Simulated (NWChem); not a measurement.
System: C₂H₇FOSi; SMILES O([SiH2]F)CC

The following NWChem deck was run.

```
start job
memory heap 200 mb stack 900 mb global 1100 mb
geometry units angstroms noautosym nocenter noautoz
  Si     0.520226     1.231425    -0.018724
  F     -0.853226     2.095913    -0.050353
  O      0.219969    -0.319758     0.435401
  C     -0.448863    -1.299694    -0.332193
  C     -0.115339    -2.673864     0.197294
  H      1.072612     1.277566    -1.401119
  H      1.413393     1.813380     1.008342
  H     -0.157287    -1.219121    -1.397586
  H     -1.538569    -1.123946    -0.283066
  H     -0.416362    -2.763171     1.251556
  H     -0.639381    -3.449194    -0.381697
  H      0.966747    -2.862202     0.133787
end
basis spherical
  * library 6-31g*
end
dft
  xc m06-2x
  iterations 150
end
cosmo
  do_cosmo_smd true
  solvent cychexon
end
task dft energy
```

Parts of the log:

```
             Northwest Computational Chemistry Package (NWChem) 7.3.0
             --------------------------------------------------------

                             Geometry "geometry" -> ""
                             -------------------------

 Output coordinates in angstroms (scale by  1.889725989 to convert to a.u.)

  No.       Tag          Charge          X              Y              Z
 ---- ---------------- ---------- -------------- -------------- --------------
    1 Si                  14.0000     0.52022600     1.23142500    -0.01872400
    2 F                    9.0000    -0.85322600     2.09591300    -0.05035300
    3 O                    8.0000     0.21996900    -0.31975800     0.43540100
    4 C                    6.0000    -0.44886300    -1.29969400    -0.33219300
    5 C                    6.0000    -0.11533900    -2.67386400     0.19729400
    6 H                    1.0000     1.07261200     1.27756600    -1.40111900
    7 H                    1.0000     1.41339300     1.81338000     1.00834200
    8 H                    1.0000    -0.15728700    -1.21912100    -1.39758600
    9 H                    1.0000    -1.53856900    -1.12394600    -0.28306600
   10 H                    1.0000    -0.41636200    -2.76317100     1.25155600
   11 H                    1.0000    -0.63938100    -3.44919400    -0.38169700
   12 H                    1.0000     0.96674700    -2.86220200     0.13378700

 Effective nuclear repulsion energy (a.u.)     244.1113863898

                                 NWChem DFT Module
                                 -----------------

 Summary of "ao basis" -> "ao basis" (spherical)
 ------------------------------------------------------------------------------
       Tag                 Description            Shells   Functions and Types
 ---------------- ------------------------------  ------  ---------------------
 Si                          6-31g*                  8       18   4s3p1d
 F                           6-31g*                  6       14   3s2p1d
 O                           6-31g*                  6       14   3s2p1d
 C                           6-31g*                  6       14   3s2p1d
 H                           6-31g*                  2        2   2s

 in cosmo_initialize ...
 calling solv_data for solv:cychexon

[...]

                                COSMO-SMD solvation results
                                ---------------------------

             internal energy in gas <Psi(g)|H|Psi(g)> =      -544.919051798359
         internal energy in solvent <Psi(s)|H|Psi(s)> =      -544.918626864049
                               delta internal energy  =         0.000424934310 (    0.27 kcal/mol)
   total free energy in solvent <Psi(s)|H+V/2|Psi(s)> =      -544.923314568360
 polarization energy contribution <Psi(s)|V/2|Psi(s)> =        -0.004687704311 (   -2.94 kcal/mol)
    total free energy in solvent including G(SMD-CDS) =      -544.923391182275
                       G(SMD-CDS) energy contribution =        -0.000076613915 (   -0.05 kcal/mol)
     1 M fixed-concentration free energy of solvation =        -0.004339383916 (   -2.72 kcal/mol)

                       DFT Final Molecular Orbital Analysis
                       ------------------------------------

 Vector   23  Occ=2.000000D+00  E=-4.006183D-01
              MO Center=  4.9D-01,  3.0D-01, -1.0D-02, r^2= 5.1D+00
   Bfn.  Coefficient  Atom+Function         Bfn.  Coefficient  Atom+Function
  ----- ------------  ---------------      ----- ------------  ---------------
     9      0.273681   1 Si pz               78      0.261032   7 H  s
    76     -0.224684   6 H  s                77      0.200594   7 H  s
    75     -0.169643   6 H  s                64     -0.165515   5 C  py
    23     -0.161291   2 F  pz               51     -0.157651   4 C  pz
    50      0.154389   4 C  py                8      0.136123   1 Si py

 Vector   24  Occ=2.000000D+00  E=-3.766817D-01
              MO Center=  2.0D-01, -3.8D-01,  2.0D-02, r^2= 3.4D+00
   Bfn.  Coefficient  Atom+Function         Bfn.  Coefficient  Atom+Function
  ----- ------------  ---------------      ----- ------------  ---------------
    37      0.305426   3 O  pz               41      0.229206   3 O  pz
    36     -0.207995   3 O  py               64     -0.207431   5 C  py
    35      0.203598   3 O  px               76      0.187522   6 H  s
     9     -0.181167   1 Si pz               39      0.162113   3 O  px
    51     -0.156769   4 C  pz               78     -0.155677   7 H  s

 Vector   25  Occ=2.000000D+00  E=-3.587711D-01
              MO Center= -1.0D-01, -6.7D-01, -4.4D-02, r^2= 2.5D+00
   Bfn.  Coefficient  Atom+Function         Bfn.  Coefficient  Atom+Function
  ----- ------------  ---------------      ----- ------------  ---------------
    35      0.365814   3 O  px               39      0.295341   3 O  px
    37     -0.269270   3 O  pz               41     -0.220203   3 O  pz
    49     -0.209143   4 C  px               82      0.198237   9 H  s
    80     -0.194436   8 H  s                81      0.184425   9 H  s
    79     -0.161546   8 H  s                76     -0.159546   6 H  s

 Vector   26  Occ=0.000000D+00  E= 7.358818D-02
              MO Center=  7.0D-01,  1.3D+00, -7.2D-02, r^2= 4.4D+00
   Bfn.  Coefficient  Atom+Function         Bfn.  Coefficient  Atom+Function
  ----- ------------  ---------------      ----- ------------  ---------------
    12      0.842170   1 Si py               11     -0.685962   1 Si px
    24     -0.476314   2 F  s                38      0.328894   3 O  s
    39      0.209489   3 O  px               66      0.208208   5 C  s
     8      0.200903   1 Si py                7     -0.169184   1 Si px
    82      0.156072   9 H  s                35      0.143545   3 O  px

[...]
```

Level: M06-2X/6-31G* (spherical d), SMD on the gas-phase geometry. Coordinates come from a PBE0/def2-SVP optimisation. No frequency run checked for a minimum. Solvent: cyclohexanone.
